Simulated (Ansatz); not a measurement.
C7H19NSi⁺, that is SiMe3(NHtBu) with one electron fewer. Charge 1, multiplicity 2. Geometry r2SCAN-D4/def2-SVP, that of the neutral singlet; atoms count from 1.

Cartesian coordinates in Å:
```
Si -0.252 0.015 1.384
C -1.763 0.572 2.357
H -2.047 1.610 2.113
H -1.568 0.531 3.441
H -2.632 -0.074 2.149
C 0.206 -1.737 1.901
H -0.579 -2.451 1.601
H 0.312 -1.793 2.998
H 1.157 -2.079 1.463
C 1.202 1.143 1.814
H 2.121 0.867 1.270
H 1.434 1.088 2.891
H 0.976 2.195 1.572
N -0.762 0.102 -0.288
C 0.006 -0.003 -1.533
C 1.111 -1.050 -1.368
C -0.947 -0.448 -2.651
C 0.636 1.351 -1.909
H -1.593 0.678 -0.422
H 1.677 -1.164 -2.306
H 1.829 -0.755 -0.585
H 0.684 -2.027 -1.096
H -1.405 -1.417 -2.398
H -0.422 -0.542 -3.615
H -1.759 0.288 -2.782
H 1.335 1.684 -1.125
H -0.146 2.122 -2.014
H 1.188 1.295 -2.863
```

Q: Estimate the Mulliken populations from the PBE0/def2-TZVP orbitals of Ansatz.

A: 
| atom | charge (e) | spin (α − β) |
| --- | --- | --- |
| Si1 | 0.21 | -0.04 |
| C2 | -0.47 | 0.00 |
| H3 | 0.16 | 0.00 |
| H4 | 0.17 | 0.00 |
| H5 | 0.17 | 0.00 |
| C6 | -0.43 | 0.06 |
| H7 | 0.17 | 0.00 |
| H8 | 0.18 | 0.00 |
| H9 | 0.17 | 0.00 |
| C10 | -0.43 | 0.11 |
| H11 | 0.16 | 0.00 |
| H12 | 0.19 | 0.01 |
| H13 | 0.17 | 0.00 |
| N14 | -0.06 | 0.78 |
| C15 | -0.04 | -0.03 |
| C16 | -0.39 | 0.01 |
| C17 | -0.36 | 0.03 |
| C18 | -0.35 | 0.08 |
| H19 | 0.28 | -0.03 |
| H20 | 0.17 | 0.00 |
| H21 | 0.15 | 0.00 |
| H22 | 0.17 | 0.00 |
| H23 | 0.16 | 0.00 |
| H24 | 0.17 | 0.00 |
| H25 | 0.15 | 0.00 |
| H26 | 0.16 | 0.00 |
| H27 | 0.16 | 0.00 |
| H28 | 0.18 | 0.01 |
Mulliken values and Mayer orders depend strongly on the basis.

Q: Where does the spin sit?

A: Summed by element: Si -0.04, C 0.26, H 0.00, N 0.78, of 1 unpaired in all. Largest on single atoms: N14 0.78, C10 0.11, C18 0.08.

Q: And the Mayer bond orders between bonded heavy atoms (over 0.3)?

A: Si1–C2 1.10 (1.88 Å); Si1–C6 1.01 (1.88 Å); Si1–C10 0.97 (1.89 Å); Si1–N14 0.90 (1.75 Å); N14–C15 0.93 (1.47 Å); C15–C16 1.00 (1.53 Å); C15–C17 0.99 (1.53 Å); C15–C18 0.97 (1.54 Å).
